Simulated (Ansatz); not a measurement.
A structure relaxed at B3LYP-D4/def2-TZVPD in Ansatz, charge -1, doublet:

Cartesian coordinates in Å:
```
Si -0.5446 -2.9975 1.1035
Si 0.1857 1.0195 -0.3753
Si -0.1830 -1.0209 0.3728
Si 0.5419 2.9989 -1.1011
```

Question: Give its formula and point group.

Answer: Si4⁻. Point group D∞h (tolerance 0.1 Å).

Question: Summarise the bond lengths by kind (pairs closer than 1.2 times the sum of covalent radii, bridged metal pairs left out).

Answer: 3 × Si–Si 2.14 to 2.20 Å.

Another isomer (doublet) lies 2.59 eV lower at PBE0-D4/def2-TZVPD; other spin states weren't run for this one.
